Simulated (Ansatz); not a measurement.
CH3BSe (`B1C[Se]1`). Charge 0, multiplicity 1.

Cartesian coordinates in Å:
```
B -0.695 -0.443 -0.342
C 0.528 0.385 0.036
Se -0.410 -0.631 1.509
H -1.425 -0.801 -1.200
H 1.535 0.027 -0.157
H 0.466 1.463 0.154
```

Task: What are the harmonic wavenumbers in cm⁻¹ at PBE0-D4/def2-TZVP (Ansatz, finite differences of forces, unscaled)? (An estimate is asked.)

Result: Ansatz gave: 496, 623, 667, 853, 860, 904, 948, 1125, 1432, 2747, 3126, 3204.

Task: Is this a minimum?

Result: Yes, all 12 modes are real.

Task: Give the ideal-gas thermochemistry at 298.15 K and 1 bar (rigid rotor, harmonic oscillator; point group Cs, symmetry number 1).

Result: Zero-point energy 101.6 kJ/mol; H(298) − E = 113.5 kJ/mol; entropy 272.9 J/(mol·K), of which translation 166.9, rotation 97.3, vibration 8.7; G(298) − E = 32.1 kJ/mol.

Task: And at 400, 500, 600, 800 and 1000 K?

Result: 
| T (K) | H − E (kJ/mol) | S (J/mol/K) | G − E (kJ/mol) |
| --- | --- | --- | --- |
| 400 | 119.9 | 291.4 | 3.4 |
| 500 | 127.4 | 308.0 | -26.6 |
| 600 | 135.7 | 323.1 | -58.2 |
| 800 | 154.1 | 349.5 | -125.5 |
| 1000 | 174.3 | 372.0 | -197.7 |
